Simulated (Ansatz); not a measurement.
The first iterations of a band of H2S + H4Sn (8 atoms, charge 0, multiplicity 1).

The calculation used Ansatz 0.2.0, RHF/def2-TZVP.

| Quantity | Value |
| --- | --- |
| movable images | 7 |
| climbing image | yes |
| spring | 5.0 eV/Å² |
| optimiser | quadratic models (default) |
| start path | through a guess of the saddle point |
| force threshold | 0.05 eV/Å |
| iteration limit | 60 |
| end points | relaxed |

Image 0:

```xyz
8
Properties=species:S:1:pos:R:3
Sn -1.641 -1.012 -0.364
H -0.093 -1.297 0.296
H -1.888 -2.045 -1.698
H -2.828 -1.321 0.822
H -1.754 0.612 -0.868
H 2.945 0.692 0.585
S 3.082 1.952 0.186
H 2.177 2.420 1.040
```

Image 8:

```xyz
8
Properties=species:S:1:pos:R:3
Sn -1.100 0.327 -0.496
H 2.055 -2.666 1.040
H -0.752 -0.948 -1.565
H -1.451 -0.252 1.068
H -2.392 1.279 -1.068
H 2.273 -1.964 1.013
S 0.913 1.661 -0.427
H 0.454 2.563 0.435
```

| iteration | highest image above the first end (eV) | largest band force component (eV/Å) |
| --- | --- | --- |
| 1 | 3.119 | 4.631 |
| 2 | 2.204 | 3.468 |
| 3 | 2.597 | 2.145 |
| 4 | 2.503 | 1.444 |
| 5 | 2.598 | 1.854 |
| 6 | 2.562 | 0.961 |
| 7 | 2.706 | 0.676 |
| 8 | 2.664 | 0.354 |
| 9 | 2.655 | 0.210 |
| 10 | 2.650 | 0.135 |
| 11 | 2.647 | 0.197 |
| 12 | 2.646 | 0.175 |
| 13 | 2.646 | 0.214 |
| 14 | 2.645 | 0.198 |
| 15 | 2.644 | 0.137 |
| 16 | 2.642 | 0.067 |
| 17 | 2.639 | 0.094 |

**Question.** Does the band converge within its limit, and where does its top end?

**Answer.** The run converged. It ended after 53 iterations with the highest image 2.538 eV above the first end. A structure lower than the first end lies on the path between it and the top, so the climb from that side starts below the end, which may itself be a saddle point or a shallow side well. Neighbouring images differ by up to 2.4 eV, so the band resolves the path poorly. A vibrational analysis at the climbing image gives one clearly imaginary mode, 1551i cm⁻¹: a first-order saddle point. The orbitals stay closed-shell, which can raise the energy where a bond breaks towards radicals; this wasn't checked here.

The run took 10 min on 2 threads of Arm Neoverse V1, with other jobs on the host, peak memory 0.24 GiB.
